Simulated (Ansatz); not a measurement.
CH$_{3}$AlFOSb. Charge 0, multiplicity 1. Sb: def2 effective core potential. The bonds changed during the relaxation, so this is another structure than the one it started from. The geometry is a stationary point of PBE0-D4/def2-TZVP.

```xyz
8

F    -1.055    1.384    0.902
Sb   -0.625    1.610   -1.343
O     1.071    0.783   -0.862
C     0.906   -0.460   -0.119
Al   -1.016   -0.337    0.397
H     1.622   -0.436    0.711
H     1.203   -1.291   -0.768
H    -2.106   -1.252    1.082
```

Problem. What is the dipole moment at r2SCAN/def2-TZVPP? (An estimate is asked.)

Solution. Computed: 1.48 D, with components (-0.71, -0.37, -1.24) D in this frame, pointing from negative to positive charge.

Problem. And with PBE, B3LYP, ωB97M-V? (An estimate is asked.)

Solution. Computed: PBE 1.41 D, B3LYP 1.69 D, ωB97M-V 1.78 D.

Problem. Give the Mulliken charges with r2SCAN, B3LYP, ωB97M-V in def2-TZVPP. (Best estimate.)

Solution. The calculation gave: 
| atom | r2SCAN | B3LYP | ωB97M-V |
| --- | --- | --- | --- |
| F1 | -0.36 | -0.38 | -0.36 |
| Sb2 | 0.54 | 0.58 | 0.55 |
| O3 | -0.46 | -0.48 | -0.46 |
| C4 | -0.11 | -0.15 | -0.22 |
| Al5 | 0.41 | 0.37 | 0.37 |
| H6 | 0.06 | 0.09 | 0.11 |
| H7 | 0.06 | 0.09 | 0.11 |
| H8 | -0.14 | -0.12 | -0.09 |

B3LYP here is the variant with VWN-RPA as its local correlation; programs differ in this.
